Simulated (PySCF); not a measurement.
Gas-phase reaction: Au2 + Cl2 = 2 AuCl

Computed with PySCF and rigid-rotor harmonic-oscillator thermochemistry at 1 bar. † marks an energy on the PBE0/def2-TZVP geometry and frequencies; other levels use their own. CCSD(T) freezes the core. All species are closed-shell singlets. B3LYP is the form with VWN-RPA correlation. Au: scalar-relativistic def2 core potential, no spin-orbit coupling. CCSD(T) isn't extrapolated to the basis-set limit; its ΔH°(298 K) is -106.6 kJ in def2-SVP and -111.6 kJ in def2-TZVPP. The harmonic model lacks anharmonicity and excited electronic states, which grow with temperature; levels with a mode under 35 cm⁻¹ are left out. Warning, large T1 diagnostic: Au2, AuCl (CCSD(T)/def2-SVP†, CCSD(T)/def2-TZVPP†).

ΔH° and ΔS° at 298 K: B3LYP/def2-TZVP† -95 kJ, 11 J/K; CCSD(T)/def2-SVP† -107 kJ, 11 J/K; CCSD(T)/def2-TZVPP† -112 kJ, 11 J/K; PBE/def2-SVP -104 kJ, 10 J/K; PBE0/def2-SVP† -121 kJ, 11 J/K.

### Question
With the heat capacities included, give log10 K (1 bar) at 600, 800, 1200, 1800, 2500 K from B3LYP/def2-TZVP†, CCSD(T)/def2-SVP†, CCSD(T)/def2-TZVPP†, PBE/def2-SVP, PBE0/def2-SVP†.

### Answer
```tsv
T (K)	B3LYP/def2-TZVP†	CCSD(T)/def2-SVP†	CCSD(T)/def2-TZVPP†	PBE/def2-SVP	PBE0/def2-SVP†
600	8.9	9.9	10.3	9.6	11.1
800	6.8	7.6	7.9	7.3	8.5
1200	4.7	5.2	5.5	5.1	5.9
1800	3.4	3.7	3.8	3.6	4.1
2500	2.6	2.8	2.9	2.7	3.1
```
